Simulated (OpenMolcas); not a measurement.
V2+ (d3) in a complex was computed by CASSCF with the d shell active (OpenMolcas, ANO-RCC-VTZP on the metal). Its lowest spin-free states, and all those of the highest spin:

```
2S+1  Degeneracy  E (cm-1)
   4           1       0.0
   4           3      1640
   4           3      2976
   2           2     15208
   2           3     15383
   4           3     15629
   2           3     15636
   2           1     15641
   2           3     19328
   2           3     19677
   2           3     20323
   2           2     20585
```

**Question.** Is the site octahedral, tetrahedral or cube-like, axial, or of lower symmetry?

**Answer.** The states with 2S+1 = 4 have orbital degeneracies 1, 3, 3, 3. Threefold states need a cubic site. For d3 at this spin an octahedron puts the single A2 below the threefold T2 and a tetrahedron or cube puts the threefold T1 below the threefold T2, so the site is octahedral. The first gap at this spin, 1640 cm-1, is |10Dq| in ligand-field theory. The run had V2+ with 6 ligands (sulfide) in octahedral coordination (Oh) at 2.57 Å. A charge of +1.67 e stands 2.4 Å behind each ligand. Ligand basis ANO-RCC-VDZP.

Without dynamic correlation the repulsion within the d shell is too large (B by tens of per cent), so at a given field states of lower spin stand too high. The sulfide ions are held by bare point charges, a crude embedding. Ligand-to-metal charge-transfer states are missing. With no ligand orbital active B as a rule stays too high, so bands that hang on it stand too high and its fall with covalency is understated. With metal d orbitals alone and no dynamic correlation the field as a rule comes out too small, by tens of per cent, by up to half for chloride and softer ligands. No measured value stands beside these numbers; the geometry was imposed, not optimised, and the real ion may take another.
